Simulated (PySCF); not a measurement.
Compound: C6H9F3.
Numbering: `[CH2:1]=[CH:2][C@H:3]([CH2:4][CH3:5])[C:6]([F:7])([F:8])[F:9]` (hydrogens: H10, H11 on C1; H12 on C2; H13 on C3; H14, H15 on C4; H16, H17, H18 on C5)

The calculation used PySCF, PBE0-D3(BJ)/def2-SVP geometry optimisation, gas phase.

(1) List the bond lengths, angles and torsions at this level.

Answers

(1) 
```tsv
bond	length (pm)
C1=C2	133.2
C2–C3	150.1
C3–C4	153.5
C4–C5	151.9
C3–C6	151.9
C6–F7, C6–F8, C6–F9	133.8
C1–H10	109.5
C1–H11	109.3
C2–H12	109.7
C3–H13	110.3
C4–H14	110.1
C4–H15	110.3
C5–H16, C5–H17, C5–H18	110.1
```

Bonds in one row agree within 1 pm and their mean is given. A selection of angles:
```tsv
angle	degrees
C1–C2–C3	124.7
C2–C3–C4	112.3
C2–C3–C6	110.1
C4–C3–C6	110.6
C3–C4–C5	113.1
C3–C6–F7	111.6
F7–C6–F8	107.2
```

Torsions: C1–C2–C3–C4 -114° (anticlinal); C2–C3–C4–C5 64° (synclinal); C2–C3–C6–F7 63° (synclinal).

The 5 C–C bonds span 1.332 Å (C1=C2, drawn double) to 1.535 Å (C3–C4, drawn single), a spread of 0.203 Å. Of the pairs four or more bonds apart, F8···H14 is among the closest relative to their van der Waals radii: 2.46 Å, 92 % of the sum of Bondi's values.

Point group: C1 (no symmetry element, even within 0.4 Å). No PBE0-D3(BJ)/def2-SVP frequencies stand behind this structure, so it isn't proved a minimum. One conformer, not necessarily the lowest.
